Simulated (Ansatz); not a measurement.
Mulliken charges of C2H5ClGe (`Cl[CH]1[CH2][GeH2]1`) from r2SCAN/def2-TZVPP in Ansatz (PBE0-D4/def2-TZVP geometry).

```tsv
atom	x (Å)	y (Å)	z (Å)	charge (e)
Cl1	-2.361	0.168	0.255	-0.155
C2	-0.746	0.320	-0.422	-0.004
C3	0.364	0.762	0.512	-0.212
Ge4	0.624	-1.044	-0.174	0.073
H5	-0.787	0.822	-1.383	0.093
H6	0.989	1.583	0.178	0.083
H7	0.096	0.820	1.561	0.090
H8	1.606	-1.285	-1.312	0.012
H9	0.303	-2.193	0.768	0.021
```

By hand: the dipole of these point charges (1 e Å = 4.8032 D).

Σ q r = (0.380, -0.045, -0.132) e Å, of length 0.405 e Å = 1.95 D.

How does the dipole of the full density compare? (An estimate is asked.)

Computed: (0.393, 0.008, -0.094) e Å, 1.94 D; the point charges give 1.01 times that, at 9° from its direction.

Point charges leave out the atoms' own dipoles, such as those of lone pairs, and Mulliken's split depends on the basis, so the close match here is no proof of good charges.
